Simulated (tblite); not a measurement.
Task: What does the GFN2-xTB structure of `C=C(C)[C@@H]1[SiH2]/C(=C\C)[C@H]1F` look like in three dimensions?

Result: 
```
atom  x, y, z in Å
C1    -3.125    1.381   -0.219
C2    -2.170    0.536    0.145
C3    -2.496   -0.788    0.770
C4    -0.733    0.838   -0.095
Si5    0.270   -0.194   -1.390
C6     1.366   -0.132    0.143
C7     2.633   -0.344    0.464
C8     3.648   -0.908   -0.468
C9     0.286    0.481    1.005
F10    0.708    1.584    1.724
H11   -4.169    1.150   -0.090
H12   -2.901    2.338   -0.659
H13   -2.334   -0.751    1.848
H14   -1.865   -1.576    0.361
H15   -3.539   -1.044    0.600
H16   -0.623    1.902   -0.315
H17   -0.285   -1.506   -1.725
H18    0.699    0.524   -2.587
H19    2.989   -0.097    1.459
H20    4.087   -1.811   -0.044
H21    3.195   -1.144   -1.428
H22    4.456   -0.192   -0.621
H23   -0.102   -0.223    1.748
```

Any rigid rotation of these coordinates is as good. Atoms count from 1 in this order. Of the pairs four or more bonds apart, C3···H23 is among the closest relative to their van der Waals radii: 2.65 Å, 91 % of the sum of Bondi's values. Si5 (SiH2 silicon) has angles from 74.9° to 118.7°. The 2 C–Si bonds span 1.885 Å (Si5–C6, drawn single) to 1.937 Å (C4–Si5, drawn single), a spread of 0.052 Å. The 7 C–C bonds span 1.325 Å (C6=C7, drawn double) to 1.541 Å (C4–C9, drawn single), a spread of 0.216 Å.

Bonds between heavy atoms (Å): C1=C2 1.326, C2–C3 1.501, C2–C4 1.488, C4–Si5 1.937, Si5–C6 1.885, C6=C7 1.325, C7–C8 1.489, C6–C9 1.512, C9–F10 1.382, C4–C9 1.541.

Structure optimised with GFN2-xTB, isolated species.

Point group: C1 (no symmetry element, even within 0.4 Å). Its GFN2-xTB frequencies are all real (lowest 29 cm⁻¹). The numbers are those of one conformer (C1–C2–C4–Si5 -111°, C2–C4–Si5–C6 -133°, C4–Si5–C6–C7 -163°, Si5–C6–C9–F10 -131°, C2–C4–C9–C6 136°).

Hardware: Arm Neoverse N1, one thread, shared host with 64 logical CPUs at a one-minute load of 58. Cost: 2.2 s wall. This is the geometry optimisation.

These are computed values.
